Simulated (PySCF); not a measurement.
# NMR data sheet: C$_{8}$H$_{10}$

```
Formula                               : C8H10
SMILES                                : C=CC1=C[C@@H]1C1CC1
InChI                                 : InChI=1S/C8H10/c1-2-6-5-8(6)7-3-4-7/h2,5,7-8H,1,3-4H2/t8-/m0/s1
Point group of the computed structure : C1
Degrees of unsaturation               : 4
Carbon signals                        : 8
Proton signals                        : 10
```

Structure with atom numbers: `[CH2:1]=[CH:2][C:3]1=[CH:4][C@@H:5]1[CH:6]1[CH2:7][CH2:8]1`. Hydrogens are named by the atom that carries them. Ha(C1) is cis to C3; Ha(C7), Ha(C8) are cis to C5 on the ring; Hb(C1) is trans to C3; Hb(C7), Hb(C8) are trans to C5 on the ring.

Method: shieldings: GIAO PBE0/pcSseg-1, geometry from GFN2-xTB, in PySCF (a single conformation, isolated molecule, non-relativistic Hamiltonian).

Referencing at the same level of theory: TMS for $^{1}$H, $^{13}$C.

| carbon | δC, type | δH (multiplicity) | HMBC from (2–3 bonds) | span of the C tensor (ppm) |
| --- | --- | --- | --- | --- |
| C1 | 133.3, CH2 | Ha(C1) 6.04 (m); Hb(C1) 6.08 (m) | H(C2) | 218 |
| C2 | 131.8, CH | 7.06 (m) | H(C4), Hb(C1), Ha(C1), H(C5) | 229 |
| C3 | 133.5, C | – | H(C4), H(C2), Hb(C1), Ha(C1), H(C5), H(C6) | 244 |
| C4 | 122.1, CH | 7.41 (d) | H(C2), H(C5), H(C6) | 230 |
| C5 | 27.2, CH | 0.87 (m) | H(C4), H(C2), Hb(C8), Hb(C7), Ha(C8), Ha(C7), H(C6) | 118 |
| C6 | 19.6, CH | -0.10 (m) | H(C4), H(C5), Hb(C8), Hb(C7), Ha(C8), Ha(C7) | 82 |
| C7 | 5.9, CH2 | Hb(C7) 0.46 (m); Ha(C7) 0.25 (m) | H(C5), Hb(C8), Ha(C8), H(C6) | 59 |
| C8 | 5.6, CH2 | Ha(C8) 0.27 (m); Hb(C8) 0.51 (m) | H(C5), Hb(C7), Ha(C7), H(C6) | 59 |

1. Carbon types of the structure: 1 × C, 4 × CH, 3 × CH2, which accounts for all hydrogens.
2. δC 133.5: fully substituted alkene carbon; as expected for a trigonal carbon in a double bond.
3. δC 133.3: terminal =CH2 carbon; the olefinic region.
4. δC 131.8, 122.1: alkene CH; as expected for a trigonal carbon in a double bond.
5. δC 27.2, 19.6, 5.9, 5.6: three-membered-ring carbon; carbons of three-membered rings are unusually shielded.
6. δH 0.87, 0.51, 0.46, 0.27, 0.25, -0.10: hydrogen on a three-membered-ring carbon; cyclopropane-type protons are shielded by the ring.

Shifts are as computed. Against solution values, carbons near 30 ppm lie about +3 ppm off and those near 130 ppm about +5 ppm. Of 1211 compounds with measured shifts, 218 miss one by over three times the rms of a fit or turn the order of signals round; such compounds aren't used in these exercises. Multiplicities follow the n + 1 count of equivalent neighbours, as no J values were calculated; m marks all less simple cases, F and P coupling included.
